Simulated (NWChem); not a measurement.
System: HTeOCl; SMILES O[Te]Cl

```xyz
4

Te     0.2812     0.4173    -0.0121
Cl    -0.0764    -1.9287     0.0174
O     -1.5896     1.0540     0.0811
H     -1.9492     1.0414    -0.8167
```
Atoms are numbered in this order, from 1.

Level: PBE0/def2-SVP with def2 effective core potentials on Te (NWChem), optimised geometry, unscaled harmonic frequencies. def2 effective core potentials on Te; no spin-orbit coupling.

Task: List the harmonic frequencies with IR intensities, and the thermochemistry.

Result: 
```tsv
frequency (cm⁻¹)	IR intensity (km/mol)
165	1.8
370	24.3
452	122.6
631	51.8
1013	50.2
3849	122.8
```

| Item | Value |
|---|---|
| zero-point energy | 9.3 kcal/mol |
| thermal correction to the enthalpy at 298.15 K (with zero-point energy) | 12.5 kcal/mol |
| heat capacity Cv | 12.1 cal/(mol K) |
| entropy at 298.15 K and 1 atm (symmetry number 1) | 72.4 cal/(mol K) |

Rigid rotor and harmonic oscillator.
